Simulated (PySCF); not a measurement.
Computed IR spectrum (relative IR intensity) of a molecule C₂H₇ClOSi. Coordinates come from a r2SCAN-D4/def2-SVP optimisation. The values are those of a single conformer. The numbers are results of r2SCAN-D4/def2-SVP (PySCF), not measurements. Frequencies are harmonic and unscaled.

Lines under 2 % of the strongest are left out, and lines within 2 cm⁻¹ are merged.

```
ν (cm⁻¹)  relative intensity
--------  ------------------
255                      2.4
284                      2.4
336                       56
420                       19
539                       26
574                       15
667                      7.5
736                      2.4
851                      100
906                       19
943                       41
987                       28
1092                      50
1223                     5.6
1282                     5.1
1397                      20
1455                     5.1
1470                     3.1
2212                      45
2224                      64
3016                     9.9
3050                     4.3
3108                     9.6
3130                     5.7
3793                      13
```

Q: Which molecule gave these data?
A. C[Si@H](Cl)CO
B. C[Si](C)(O)Cl
C. OCC[SiH2]Cl
D. C[C@@H](O)[SiH2]Cl

A: D, C[C@@H](O)[SiH2]Cl
